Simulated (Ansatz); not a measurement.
A nudged elastic band was laid between two geometries of BCl2H5OSi (10 atoms, charge 0, multiplicity 1).

All numbers below come from RKS PBE0-D4/def2-SVP (Ansatz 0.2.0).

* movable images: 7
* climbing image: yes
* spring: 5.0 eV/Å²
* optimiser: quadratic models (default)
* start path: through a guess of the saddle point
* force threshold: 0.05 eV/Å
* iteration limit: 60
* end points: relaxed

First end point:

```xyz
10
Properties=species:S:1:pos:R:3
B 0.093 -0.099 0.170
H 0.661 0.470 1.069
Cl 1.203 -0.655 -1.186
Cl -1.423 0.744 -0.405
O -0.417 -1.498 0.761
Si -0.527 -2.943 -0.239
H 0.803 -3.583 -0.290
H -1.468 -3.745 0.594
H -1.134 -2.622 -1.549
H -1.145 -1.350 1.383
```

Last end point:

```xyz
10
Properties=species:S:1:pos:R:3
B 0.203 -0.429 -0.712
H -0.668 -0.211 2.245
Cl 1.555 0.683 -0.808
Cl -1.444 0.210 -0.841
O 0.417 -1.734 -0.549
Si -0.646 -3.046 -0.409
H 0.216 -4.241 -0.228
H -1.526 -2.845 0.774
H -1.451 -3.160 -1.656
H -0.012 -0.508 2.490
```

(1) What changes between the two ends?

(2) Give the energies along the band, and the barrier.

(3) What is the geometry of the highest image?

The band took 26 iterations and roughly 18 core-minutes.

Answers

(1) Bonds broken: B1–H2, O5–H10. Bonds formed: H2–H10. BCl2H5OSi becomes BCl2H3OSi + H2.

(2) The forces met the threshold. The highest image is number 5 of 0 to 8, 1.12 eV above the first end and 1.75 eV above the last; the last end lies 0.64 eV below the first. The profile has 2 maxima (images 2, 5) with wells between them (image 3): this band takes more than one step, which may be the mechanism or a detour left from its start path. Neighbouring images differ by up to 1.5 eV, so the band resolves the path poorly. A vibrational analysis at the climbing image gives one clearly imaginary mode, 1410i cm⁻¹: a first-order saddle point. The orbitals stay closed-shell, which can raise the energy where a bond breaks towards radicals; this wasn't checked here.

```json
{"image": "0", "path coordinate (Å)": "0.00", "energy (eV)": "0.00", "B1–H2 (Å)": "1.21", "O5–H10 (Å)": "0.97", "H2–H10 (Å)": "2.58"}
{"image": "1", "path coordinate (Å)": "0.97", "energy (eV)": "0.05", "B1–H2 (Å)": "1.21", "O5–H10 (Å)": "0.97", "H2–H10 (Å)": "2.41"}
{"image": "2", "path coordinate (Å)": "1.93", "energy (eV)": "0.07", "B1–H2 (Å)": "1.21", "O5–H10 (Å)": "0.97", "H2–H10 (Å)": "2.30"}
{"image": "3", "path coordinate (Å)": "2.90", "energy (eV)": "0.03", "B1–H2 (Å)": "1.21", "O5–H10 (Å)": "0.97", "H2–H10 (Å)": "2.45"}
{"image": "4", "path coordinate (Å)": "3.87", "energy (eV)": "0.08", "B1–H2 (Å)": "1.21", "O5–H10 (Å)": "0.97", "H2–H10 (Å)": "2.16"}
{"image": "5", "path coordinate (Å)": "4.84", "energy (eV)": "1.12", "B1–H2 (Å)": "1.35", "O5–H10 (Å)": "1.24", "H2–H10 (Å)": "1.05"}
{"image": "6", "path coordinate (Å)": "5.84", "energy (eV)": "-0.36", "B1–H2 (Å)": "2.24", "O5–H10 (Å)": "2.16", "H2–H10 (Å)": "0.76"}
{"image": "7", "path coordinate (Å)": "6.84", "energy (eV)": "-0.62", "B1–H2 (Å)": "2.96", "O5–H10 (Å)": "2.90", "H2–H10 (Å)": "0.76"}
{"image": "8", "path coordinate (Å)": "7.84", "energy (eV)": "-0.64", "B1–H2 (Å)": "3.09", "O5–H10 (Å)": "3.30", "H2–H10 (Å)": "0.76"}
```

(3) 
```xyz
10
Properties=species:S:1:pos:R:3:forces:R:3
B -0.043 -0.215 0.081 0.00 0.00 0.00
H 0.117 0.070 1.396 0.00 0.00 0.00
Cl 1.227 0.639 -0.839 0.00 0.00 0.00
Cl -1.757 0.132 -0.359 0.00 0.00 0.00
O 0.229 -1.695 0.283 0.00 0.00 0.00
Si -0.674 -3.033 -0.278 0.00 0.00 0.00
H 0.136 -4.222 0.095 0.00 0.00 0.00
H -1.999 -3.074 0.397 0.00 0.00 0.00
H -0.812 -2.913 -1.752 0.00 0.00 0.00
H 0.221 -0.971 1.284 0.00 0.00 0.00
```

Time of the run: 9.3 min on 2 threads of Arm Neoverse V1, with other jobs on the host, peak memory 0.26 GiB.
